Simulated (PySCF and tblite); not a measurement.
C₇H₁₁N, numbered as in [N:1]#[C:2][CH:3]1[CH2:4][CH2:5][CH2:6][CH2:7][CH2:8]1: conformational analysis

Level: PBE0-D3(BJ)/def2-TZVP//PBE0-D3(BJ)/def2-SVP, thermal terms from GFN2-xTB, symmetry numbers and mirror pairs counted. Conformers within 4 kcal/mol (GFN2-xTB free energy) were kept, 5 at most. GIAO shieldings: PBE0/pcSseg-1. Shifts are against TMS (¹H), TMS (¹³C), NH3 (¹⁵N) at the same level; of two unlike H on one atom, a is the less shielded. Run with PySCF (density fitting) and tblite.

The 6-ring runs over atoms 3–4–5–6–7–8.

```tsv
conformer	shape	symmetry	E(GFN2) kcal/mol	E(DFT) kcal/mol	G(298.15 K) kcal/mol	weight %	dipole D
1	6-ring chair (all substituents equatorial)	Cs	0.03	0.04	0.00	52.9	4.54
2	6-ring chair (C2 axial)	Cs	0.00	0.00	0.07	47.1	4.11
```

Weights (%) against temperature:

| T (K) | 1 | 2 | S(mix) cal/mol/K |
| --- | --- | --- | --- |
| 220 | 52.3 | 47.7 | 1.38 |
| 260 | 52.6 | 47.4 | 1.38 |
| 298.15 | 52.9 | 47.1 | 1.37 |
| 340 | 53.1 | 46.9 | 1.37 |
| 380 | 53.3 | 46.7 | 1.37 |

Averaged shifts at 298.15 K. ¹H: 2.13 (H3, 1H), 1.70 (H5a/H7a, 2H), 1.57 (H4a/H8a, 2H), 1.50 (H4b/H8b, 2H), 1.37 (H6a, 1H), 1.32 (H6b, 1H), 1.27 (H5b/H7b, 2H) ppm. ¹³C: 127.4 (C2), 32.0 (C4/C8), 28.3 (C3), 27.6 (C6), 25.9 (C5/C7) ppm. ¹⁵N: 303.0 (N1) ppm.

Coordinates of conformer 1 (Å):

```xyz
19

N     3.619    0.037   -1.019
C     2.578    0.021   -0.514
C     1.254    0.001    0.103
C     0.471   -1.259   -0.297
C    -0.908   -1.271    0.351
C    -1.694   -0.005    0.027
C    -0.914    1.246    0.418
C     0.464    1.277   -0.230
H     1.417   -0.027    1.196
H     0.370   -1.274   -1.397
H     1.044   -2.158   -0.021
H    -1.463   -2.165    0.026
H    -0.792   -1.359    1.447
H    -2.672   -0.021    0.534
H    -1.905    0.024   -1.057
H    -0.799    1.277    1.517
H    -1.474    2.154    0.141
H     0.363    1.349   -1.327
H     1.033    2.162    0.093
```

Coordinates of conformer 2 (Å):

```xyz
19

N     2.166    0.041   -2.276
C     1.808    0.137   -1.179
C     1.331    0.256    0.201
C     0.725   -1.073    0.683
C    -0.574   -1.397   -0.044
C    -1.582   -0.257    0.077
C    -0.992    1.065   -0.405
C     0.305    1.396    0.322
H     2.216    0.496    0.814
H     1.458   -1.887    0.564
H     0.533   -0.973    1.765
H    -0.355   -1.582   -1.111
H    -0.999   -2.332    0.352
H    -1.888   -0.154    1.134
H    -2.497   -0.495   -0.488
H    -1.716    1.884   -0.267
H    -0.794    1.006   -1.490
H     0.740    2.335   -0.055
H     0.105    1.544    1.397
```

Unscaled ¹⁵N shifts at such levels can be off by tens of ppm; differences between conformers or isomers are more reliable. Shifts are unscaled: against experiment ¹³C can be off by 15 ppm or more and ¹H by 0.8 ppm.

Search and properties took 2.2 min on 1 thread of Arm Neoverse V2, shared host (rough), launched as `OMP_NUM_THREADS=1 python ens_run.py task.json out`.


¹⁵N shifts are against a computed isolated NH3 molecule, about 20 ppm from the liquid.